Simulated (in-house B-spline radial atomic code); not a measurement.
The numbers below are computed, except where a source is named.
## Making a Troullier-Martins p channel for I, r_c = 2.04 bohr

I, [Kr] 4d10 5s2 5p5, non-relativistic LDA (VWN5), spherical and spin-unpolarised, from an all-electron radial atomic-structure program (B-spline basis) (atomic units). The all-electron 5p level is ε = -0.267904 hartree, its outermost node lies just inside 0.98 bohr and its outer maximum at 2.04 bohr.

Inside r_c the pseudo-orbital is u(r) = r^2 exp(p(r)), with p = c0 + c2 r² + c4 r⁴ + … + c12 r¹². The seven coefficients follow from p and its first four derivatives at r_c, from zero curvature of the screened potential at the origin, c4 = −c2²/(2l + 5), and from the norm inside r_c. At r_c the all-electron orbital has P = 0.7115488, P' = 0.001087805, the screened potential V = -1.013998, V' = 1.255059, V'' = -2.102442, and the norm inside is Q = 0.3491668.

What are p, p' and p'' at r_c?

p = ln(P/r_c^2) = ln(0.7115488/4.1616) = -1.76621. p' = P'/P − 2/r_c = 0.00153 − 0.98039 = -0.97886. The radial equation gives p'' = 2(V − ε) − 2(2) p'/r_c − p'² = -1.49219 − (-1.91934) − 0.95817 = -0.53102. Differentiating, p''' = 2V' + 2(2)p'/r_c² − 2(2)p''/r_c − 2p'p'' = 1.5709, and p'''' = 2V'' − 4(2)p'/r_c³ + 4(2)p''/r_c² − 2(2)p'''/r_c − 2p''² − 2p'p''' = -4.872.

For a trial c2 the five matching conditions are linear in c0, c6, c8, c10 and c12, and c2 is varied until the norm inside r_c equals Q. The root nearest zero gives:

| n | c_n |
| --- | --- |
| 0 | -1.447837 |
| 2 | 0.1837101 |
| 4 | -0.004821341 |
| 6 | -0.05677484 |
| 8 | 0.01774235 |
| 10 | -0.002217389 |
| 12 | 0.0001037094 |

Check c4 and p(r_c), and find the screened pseudopotential at the origin.

−c2²/7 = -0.00482134, as listed. The terms c_n r_c^n are -1.44784, 0.76453, -0.08350, -4.09201, 5.32173, -2.76786, 0.53874, which sum to -1.76621. Inverting the radial equation, V_l(r) = ε + 2 p'/r + (p'' + p'²)/2, so V_l(0) = ε + (2l + 3) c2 = -0.267904 + 5 × (0.18371) = 0.6506 hartree, finite where the all-electron potential diverges.

Orbitals and screened potentials:

```csv
r (bohr),P,u,V all-electron,V pseudo
0.204,0.205,0.009858,-123.4,0.648
0.51,-0.2695,0.06406,-25.08,0.5577
0.816,-0.2099,0.1741,-9.294,0.1488
1.122,0.1983,0.3433,-4.415,-0.6379
1.428,0.5125,0.5347,-2.458,-1.353
1.734,0.67,0.6705,-1.523,-1.413
2.04,0.7115,0.7115,-1.014,-1.014
```

Logarithmic derivatives P'/P at R = 2.34 bohr, for energies E around ε:

```json
{"E − ε (hartree)": "-0.5", "all-electron": "0.567204", "pseudo": "0.563732"}
{"E − ε (hartree)": "-0.25", "all-electron": "0.222535", "pseudo": "0.221225"}
{"E − ε (hartree)": "-0.1", "all-electron": "-0.0319186", "pseudo": "-0.0321964"}
{"E − ε (hartree)": "0", "all-electron": "-0.229847", "pseudo": "-0.229847"}
{"E − ε (hartree)": "0.1", "all-electron": "-0.457859", "pseudo": "-0.458286"}
{"E − ε (hartree)": "0.25", "all-electron": "-0.878107", "pseudo": "-0.882005"}
{"E − ε (hartree)": "0.5", "all-electron": "-1.94857", "pseudo": "-1.98278"}
```

With P(R) = 0.6854111 and a norm of 0.4972064 inside R, what slope in energy does norm conservation fix?

d(P'/P)/dE = −2 × (norm inside R)/P(R)² = -2.1167 per hartree·bohr at E = ε, for both atoms, since orbital and norm agree at R. Differences over ±0.1 hartree give -2.1297 (all-electron) and -2.1304 (pseudo), which also hold third-order terms. Half a hartree below ε the two curves differ by -0.0035.
